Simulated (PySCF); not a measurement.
This PySCF input asks for the NMR shieldings of SMILES C[C@H](F)CC[C@@H](C)[SiH3], C6H15FSi; the geometry comes from GFN2-xTB.

```python
import basis_set_exchange as bse
import numpy as np
from pyscf import gto, dft
from pyscf.prop import nmr

atoms = """
C     3.419575    0.408034    0.398777
C     2.224894   -0.514240    0.209035
F     2.494988   -1.365087   -0.853082
C     0.933479    0.244998   -0.081658
C    -0.271822   -0.685201   -0.185867
C    -1.564812    0.044724   -0.556484
C    -2.669936   -0.980029   -0.812657
Si   -2.122153    1.304318    0.768436
H     3.263866    1.039067    1.268764
H     3.546985    1.036057   -0.479903
H     4.324723   -0.177376    0.541362
H     2.097792   -1.171360    1.079962
H     1.056137    0.789067   -1.020757
H     0.780092    0.971106    0.717440
H    -0.408880   -1.206543    0.765530
H    -0.057223   -1.443008   -0.945452
H    -1.385380    0.577433   -1.497705
H    -2.368324   -1.690649   -1.581728
H    -3.583329   -0.491094   -1.143738
H    -2.892924   -1.541241    0.092927
H    -2.074134    0.664536    2.086148
H    -1.255970    2.486245    0.766052
H    -3.492397    1.727228    0.474677
"""
names = dict.fromkeys(["C", "F", "Si", "H"], "pcSseg-1")
basis = {el: gto.basis.parse(bse.get_basis(n, elements=[el], fmt="nwchem")) for el, n in names.items()}
mol = gto.M(atom=atoms, basis=basis, charge=0, verbose=0)
mf = dft.RKS(mol, xc="PBE0")
mf.grids.level = 2
mf.grids.alignment = dft.numint.BLKSIZE   # the property module wants whole blocks of grid points
mf.conv_tol = 1e-9
mf.kernel()

calc = nmr.RKS(mf)   # GIAO
C = mf.mo_coeff
Co = C[:, mf.mo_occ > 0]
resp = mf.gen_response(singlet=True, hermi=2)
def vind(x):   # induced exchange potential for any number of trial vectors
    d = np.einsum("pi,xij,qj->xpq", C, 2 * x.reshape(-1, C.shape[1], Co.shape[1]), Co, optimize=True)
    return np.einsum("xpq,pi,qj->xij", resp(d - d.transpose(0, 2, 1)), C, Co, optimize=True).ravel()
mo1, _ = nmr.rhf.solve_mo1(calc, with_cphf=vind)
sigma = calc.kernel(mo1)
for i, s in enumerate(sigma):   # ppm
    w = np.linalg.eigvalsh((s + s.T) / 2)
    print("%2d %-2s iso %8.1f  s11 %8.1f  s22 %8.1f  s33 %8.1f" % (i, mol.atom_pure_symbol(i), w.mean(), *w))
```

**Question.** What are the results?

**Answer.** 
```
 0 C  iso    162.4  s11    144.0  s22    156.1  s33    187.1
 1 C  iso     93.0  s11     58.3  s22     80.9  s33    139.9
 2 F  iso    382.4  s11    365.4  s22    383.3  s33    398.3
 3 C  iso    143.9  s11    128.1  s22    135.6  s33    167.9
 4 C  iso    148.9  s11    129.6  s22    146.2  s33    170.9
 5 C  iso    166.6  s11    154.1  s22    167.2  s33    178.6
 6 C  iso    164.5  s11    145.1  s22    160.9  s33    187.5
 7 Si iso    412.0  s11    370.5  s22    394.9  s33    470.6
 8 H  iso     30.8  s11     26.4  s22     29.3  s33     36.6
 9 H  iso     30.3  s11     26.7  s22     29.2  s33     35.0
10 H  iso     30.0  s11     25.9  s22     27.3  s33     36.7
11 H  iso     27.1  s11     25.3  s22     26.5  s33     29.5
12 H  iso     30.3  s11     26.2  s22     31.0  s33     33.5
13 H  iso     30.4  s11     24.3  s22     32.8  s33     34.1
14 H  iso     30.6  s11     26.7  s22     31.1  s33     34.1
15 H  iso     29.6  s11     23.8  s22     31.1  s33     33.9
16 H  iso     30.8  s11     26.7  s22     29.9  s33     35.8
17 H  iso     30.3  s11     25.6  s22     28.3  s33     37.1
18 H  iso     30.4  s11     25.3  s22     28.1  s33     37.7
19 H  iso     30.7  s11     27.1  s22     28.6  s33     36.5
20 H  iso     28.2  s11     25.2  s22     26.6  s33     32.9
21 H  iso     27.7  s11     23.6  s22     26.9  s33     32.6
22 H  iso     28.0  s11     24.5  s22     25.9  s33     33.6
```

These numbers come from an equivalent density-fitted implementation of the same equations, which agrees with the script to about 0.01 ppm for H and up to a few tenths of a ppm for heavy atoms, so last digits may differ.

**Question.** Turn these shieldings into chemical shifts. δ = σ(ref) − σ, references computed at the same level: 13C (186.93 ppm), 29Si (349.16 ppm), 1H (31.72 ppm) vs TMS; 19F (170.95 ppm) against CFCl3.

**Answer.** Averaging equivalent atoms: C 1: 93.9; C 3: 43.0; C 4: 38.0; C 0: 24.5; C 6: 22.4; C 5: 20.3; F 2: -211.4; Si 7: -62.8; H 11: 4.62; H 20/21/22: 3.73; H 15: 2.14; H 12: 1.46; H 8/9/10: 1.38; H 13: 1.35; H 17/18/19: 1.24; H 14: 1.11; H 16: 0.92 ppm. Unscaled 19F shifts against computed CFCl3 carry errors that often reach 10 to 50 ppm.

Size and cost of the density-fitted run: 218 basis functions, 97 s wall time on 1 thread of an Intel Xeon, shared host; peak memory 1.1 GiB.
